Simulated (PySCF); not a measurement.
**Electron correlation in N⁺ (nitrogen, charge +1)**

[He] 2s2 2p2, high-spin 3P determinant. Computed with PySCF 2.14 in cc-pVDZ-DK, with the spin-free X2C one-electron Hamiltonian (Gaussian nucleus). Frozen: 1s2; 4 electrons correlated.

MP2 pair energies summed by pair of shells (mhartree):

```csv
pair,energy,share (%)
2s-2p,-31.55,58.5
2s-2s,-17.19,31.9
2p-2p,-5.17,9.6
```

Total MP2 correlation energy: -53.91 mhartree.

Same-spin part -8.64 and opposite-spin part -45.27 mhartree; SCS-MP2 scales them by 1/3 and 6/5 to -57.20 mhartree.

```tsv
level	correlation energy (mhartree)
CCSD	-75.75
(T)	-0.75
CCSD(T)	-76.50
```

Diagnostics: T1 = 0.0055, D1 = 0.0104, largest double amplitude 0.124.

Question: Is a single reference adequate?

Answer: Mostly. T1 lies below 0.03, but a double amplitude of this size points to a near-degeneracy that CCSD handles and MP2 describes poorly.
